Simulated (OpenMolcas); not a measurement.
**Lines of neutral arsenic: computed and rescaled rates**

```json
{"Program": "OpenMolcas", "Method": "MS-RASPT2, IPEA 0.25 Eh, imaginary shift 0.1 Eh (closed shells correlated: 3d 4s)", "Basis": "ANO-RCC [9s8p6d4f2g]", "Scalar Hamiltonian": "DKH2, point nucleus", "Active space": "3 electrons in 9 orbitals (RAS2 4p; RAS3 4d 5s, at most 1 electron)", "State averaging": "2S+1 = 4 odd, 1 root; 2S+1 = 2 odd, 8 roots; 2S+1 = 4 even, 15 roots; 2S+1 = 2 even, 18 roots", "Spin-orbit coupling": "RASSI with atomic mean-field integrals over the reference wave functions, term energies averaged over their components"}
```

Rates come from the transition moments of the reference wave functions (E1 and E2 in the length form). At fixed line strength A goes as λ^-3 for E1 and M1 and as λ^-5 for E2, so a rate at the computed wavelength can be rescaled to the measured one. Measured vacuum wavelengths follow from level energies in NIST Handbook of Basic Atomic Spectroscopic Data. Branching counts decays inside the model space alone, at computed energies, and the table is only a selection of the E1 lines, drawn from those between levels with measured partners whose computed energy lies within a factor of 1.5 of the measured one.

| Upper | Lower | Type | λ computed (nm) | λ measured (nm) | A computed (s-1) | A rescaled (s-1) | Branching % |
| --- | --- | --- | --- | --- | --- | --- | --- |
| 4s² 4p² 5s ²P_1/2 | 4s² 4p³ ²P°_3/2 | E1 | 321.4 | 290 | 6.27e+06 | 8.54e+06 | 1.8 |
| 4s² 4p² 5s ²P_1/2 | 4s² 4p³ ²P°_1/2 | E1 | 318.9 | 286.1 | 3.11e+07 | 4.31e+07 | 8.9 |
| 4s² 4p² 5s ²P_3/2 | 4s² 4p³ ²P°_3/2 | E1 | 308.9 | 278.1 | 4.09e+07 | 5.60e+07 | 11.4 |
| 4s² 4p² 5s ²P_3/2 | 4s² 4p³ ²P°_1/2 | E1 | 306.6 | 274.6 | 1.21e+07 | 1.68e+07 | 3.3 |
| 4s² 4p² 5s ²D_5/2 | 4s² 4p³ ²P°_3/2 | E1 | 259.1 | 237.1 | 2.55e+07 | 3.33e+07 | 7.5 |
| 4s² 4p² 5s ²D_3/2 | 4s² 4p³ ²P°_3/2 | E1 | 259 | 237 | 2.47e+07 | 3.22e+07 | 7.4 |
| 4s² 4p² 5s ²D_3/2 | 4s² 4p³ ²P°_1/2 | E1 | 257.4 | 234.5 | 1.98e+07 | 2.62e+07 | 6.0 |
| 4s² 4p² 5s ⁴P_1/2 | 4s² 4p³ ²D°_3/2 | E1 | 254 | 249.4 | 4.68e+06 |  | 2.2 |
| 4s² 4p² 5s ⁴P_3/2 | 4s² 4p³ ²D°_5/2 | E1 | 251.1 | 245.7 | 5.33e+06 |  | 2.4 |
| 4s² 4p² 5s ⁴P_3/2 | 4s² 4p³ ²D°_3/2 | E1 | 250 | 243.8 | 1.18e+06 |  | 0.5 |
| 4s² 4p² 5s ⁴P_5/2 | 4s² 4p³ ²D°_5/2 | E1 | 244.2 | 238.2 | 2.47e+06 |  | 1.1 |
| 4s² 4p² 5s ²P_1/2 | 4s² 4p³ ²D°_3/2 | E1 | 240 | 235.1 | 3.12e+08 | 3.32e+08 | 88.7 |
| 4s² 4p² 5s ²P_3/2 | 4s² 4p³ ²D°_5/2 | E1 | 233.9 | 228.9 | 2.99e+08 | 3.19e+08 | 83.1 |
| 4s² 4p² 5s ²P_3/2 | 4s² 4p³ ²D°_3/2 | E1 | 232.9 | 227.2 | 5.00e+06 | 5.39e+06 | 1.4 |
| 4s² 4p² 5s ²D_5/2 | 4s² 4p³ ²D°_5/2 | E1 | 204.2 | 200.4 | 2.82e+08 | 2.98e+08 | 82.8 |
| 4s² 4p² 5s ²D_3/2 | 4s² 4p³ ²D°_5/2 | E1 | 204.1 | 200.3 | 5.61e+06 | 5.94e+06 | 1.7 |
| 4s² 4p² 5s ²D_5/2 | 4s² 4p³ ²D°_3/2 | E1 | 203.4 | 199.1 | 3.04e+07 | 3.24e+07 | 8.9 |
| 4s² 4p² 5s ²D_3/2 | 4s² 4p³ ²D°_3/2 | E1 | 203.4 | 199 | 2.81e+08 | 3.00e+08 | 84.7 |
| 4s² 4p² 5s ⁴P_1/2 | 4s² 4p³ ⁴S°_3/2 | E1 | 197.5 | 197.3 | 2.05e+08 | 2.06e+08 | 97.5 |
| 4s² 4p² 5s ⁴P_3/2 | 4s² 4p³ ⁴S°_3/2 | E1 | 195.1 | 193.8 | 2.12e+08 | 2.16e+08 | 96.8 |
| 4s² 4p² 5s ⁴P_5/2 | 4s² 4p³ ⁴S°_3/2 | E1 | 190.9 | 189 | 2.27e+08 | 2.34e+08 | 98.9 |
| 4s² 4p² 5s ²P_1/2 | 4s² 4p³ ⁴S°_3/2 | E1 | 188.9 | 188.2 | 2.29e+06 |  | 0.7 |
| 4s² 4p² 5s ²P_3/2 | 4s² 4p³ ⁴S°_3/2 | E1 | 184.5 | 183.1 | 2.97e+06 |  | 0.8 |
| 4s² 4p² 5s ²D_5/2 | 4s² 4p³ ⁴S°_3/2 | E1 | 165.5 | 164.4 | 2.66e+06 |  | 0.8 |

Spin-changing lines and M1 lines between different terms are not rescaled, since their strength hangs on the term gaps too.

The largest correction is for 4s² 4p² 5s ²P_3/2 → 4s² 4p³ ²P°_1/2 (E1): 1.21e+07 × (306.6 / 274.6)^3 = 1.68e+07 s-1, a factor of 1.39.

The computed rate and branching of 4s² 4p² 5s ⁴P_5/2 → 4s² 4p³ ⁴S°_3/2 give the upper level a radiative lifetime of 0.989 / 2.27e+08 s-1 = 4.36e-09 s, counting decays inside the model space alone. The rescaled rate gives about 4.2e-09 s.

No measured rate stands beside these. Rescaling mends the energy factor alone: line strengths can still be far off where a level mixes with configurations outside the active space, and weak or spin-changing lines hang on small mixing coefficients that depend on the term gaps too, so rescaling need not improve them.

CASPT2 breaks the degeneracy within a term, and the mean is taken; among the terms shown or strongly mixed into the levels shown the widest spread is 430 cm-1 (4s² 4p³ ²D°). ANO sets are built for valence states and can reach diffuse excited orbitals poorly, and with the s shell closed the s pⁿ⁺¹ terms that mix with these levels are absent. With the s shell closed, the reference lacks s² → p² mixing. Some terms miss by over 15 % even with CASPT2, which points to a basis or an active space too small for the shells correlated. Measured partners are found by configuration, term and J. A level has none where our copy of the source lacks it or the pairing is in doubt (some pairs that miss far off the trend of their configuration count as doubtful). Levels of configurations outside the active space are missing.

° marks odd parity.
